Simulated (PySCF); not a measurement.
C₉H₇NSSe, SMILES [se]1cccc1C=Cc1nccs1, GFN2-xTB optimised geometry.

```
19

C     -0.62     0.60     0.00
C      0.26    -0.42     0.00
C     -0.09    -1.80     0.00
C      0.80    -2.86     0.00
C      0.21    -4.13     0.00
C     -1.15    -4.13     0.00
Se    -1.86    -2.43     0.00
C     -0.27     1.98     0.00
N     -1.12     2.95     0.00
C     -0.53     4.16     0.00
C      0.83     4.14     0.00
S      1.41     2.53     0.00
H     -1.69     0.40     0.00
H      1.33    -0.20     0.00
H      1.86    -2.71     0.00
H      0.79    -5.04     0.00
H     -1.79    -5.00     0.00
H     -1.15     5.04     0.00
H      1.51     4.97     0.00
```

Density from PySCF with PBE/def2-SVP at that geometry.

Minimum of the electron density along straight lines between bonded atoms, close to the bond critical point (lines longer than 1.1 times the sum of covalent radii, or with two minima, are not listed):

```
bond     length / Å  ρ at the minimum / e bohr⁻³  ∇²ρ there / e bohr⁻⁵  position (fraction from the first atom)
-------  ----------  ---------------------------  --------------------  ---------------------------------------
C1–C2         1.347                        0.328                 -0.83                                     0.50
C2–C3         1.426                        0.285                 -0.67                                     0.50
C3–C4         1.375                        0.312                 -0.75                                     0.51
C4–C5         1.407                        0.296                 -0.71                                     0.50
C5–C6         1.361                        0.318                 -0.78                                     0.49
C3–Se7        1.885                        0.164                 -0.17                                     0.48
C6–Se7        1.850                        0.173                 -0.19                                     0.49
C1–C8         1.423                        0.289                 -0.71                                     0.49
C8–N9         1.294                        0.369                 -0.94                                     0.35
N9–C10        1.344                        0.334                 -0.99                                     0.64
C10–C11       1.362                        0.319                 -0.78                                     0.49
C8–S12        1.772                        0.195                 -0.34                                     0.46
C11–S12       1.717                        0.214                 -0.45                                     0.47
C1–H13        1.085                        0.278                 -1.03                                     0.64
C2–H14        1.084                        0.278                 -1.03                                     0.63
C4–H15        1.077                        0.280                 -1.05                                     0.63
C5–H16        1.077                        0.281                 -1.06                                     0.63
C6–H17        1.075                        0.281                 -1.07                                     0.64
C10–H18       1.075                        0.285                 -1.11                                     0.64
C11–H19       1.071                        0.283                 -1.09                                     0.64
```
